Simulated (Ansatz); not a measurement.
Calculated with Ansatz (gas phase, PBE0-D4/def2-TZVP geometries, no zero-point term in ΔE). CCSD(T)/CBS adds triple-zeta CCSD(T) − MP2 to the extrapolated MP2 energy (def2 sets, frozen cores). DFT in def2-TZVPP. B3LYP here is the variant with VWN-RPA as its local correlation; programs differ in this. For Ga outer-core shells are correlated without core-valence functions, which leaves a few kJ/mol of doubt a bond. Scalar relativity is left out up to krypton. One conformer a species, not always the lowest.

Reaction (formal exchange of groups at a B–C bond): `CCB1CC1` + `[CH3][GaH][CH2]O` → `[CH3][GaH][B]1CC1` + `CCCO`

`CCB1CC1`:

Cartesian coordinates in Å:
```
C -0.736 -0.546 -1.722
C -0.894 -0.926 -0.238
B 0.060 -0.019 0.575
C 1.455 0.263 1.127
C 0.339 1.325 1.245
H 0.289 -0.699 -2.068
H -0.993 0.502 -1.896
H -1.391 -1.156 -2.348
H -1.938 -0.781 0.054
H -0.653 -1.986 -0.116
H 2.281 0.476 0.453
H 1.787 -0.213 2.047
H 0.442 2.227 0.647
H -0.047 1.532 2.239
```

`[CH3][GaH][CH2]O`:

```xyz
11

C    -0.282    0.678   -1.634
Ga    0.868   -0.270   -0.344
C     0.161   -0.637    1.482
O    -1.227   -0.382    1.662
H    -1.342    0.562   -1.400
H    -0.049    1.748   -1.618
H    -0.107    0.328   -2.654
H     2.338   -0.697   -0.721
H     0.764   -0.108    2.236
H     0.308   -1.701    1.697
H    -1.434    0.479    1.294
```

`[CH3][GaH][B]1CC1`:

Cartesian coordinates in Å:
```
C -1.556 -0.898 2.044
Ga -1.006 0.576 0.852
B 0.409 0.389 -0.597
C 1.880 0.465 -1.067
C 0.811 0.067 -2.055
H -2.633 -1.063 1.951
H -1.039 -1.836 1.838
H -1.367 -0.616 3.084
H -1.728 1.964 1.069
H 2.343 1.442 -1.170
H 2.575 -0.295 -0.722
H 0.773 -0.966 -2.390
H 0.537 0.772 -2.835
```

`CCCO`:

Z-matrix (Å, degrees):
```
C
C 1 1.519
H 1 1.094 2 111.3
H 1 1.092 2 111.4 3 120.2
H 1 1.093 2 111.1 3 -119.8
C 2 1.516 1 112.3 3 59.4
H 2 1.097 1 109.7 3 -61.9
H 2 1.094 1 110.5 3 -179.1
O 6 1.412 2 113.3 1 177.5
H 6 1.101 2 109.8 1 -57.8
H 6 1.094 2 109.9 1 59.5
H 9 0.961 6 108.2 2 59.3
```

| level | ΔE (kJ/mol) | difference from CCSD(T)/CBS |
| --- | --- | --- |
| PBE-D4 | -14.5 | 1.9 |
| r2SCAN-D4 | -16.3 | 0.1 |
| PBE0-D4 | -15.8 | 0.6 |
| B3LYP-D4 | -11.4 | 5.0 |
| ωB97M-V | -10.5 | 5.9 |
| B2PLYP | -13.7 | 2.7 |
| PBE | -15.7 | 0.7 |
| r2SCAN | -16.7 | -0.3 |
| PBE0 | -16.9 | -0.5 |
| B3LYP | -13.2 | 3.2 |
| HF/def2-TZVPP | -20.0 | -3.6 |
| SCS-MP2/def2-TZVPP | -15.6 | 0.8 |
| HF/def2-QZVPP | -19.2 | -2.8 |
| MP2/def2-QZVPP | -12.5 | 3.9 |
| MP2/CBS(def2) | -12.0 | 4.4 |
| CCSD/CBS(def2) | -16.7 | -0.3 |
| CCSD(T)/CBS | -16.4 | 0 |

Largest T1 diagnostic among the species: 0.012.
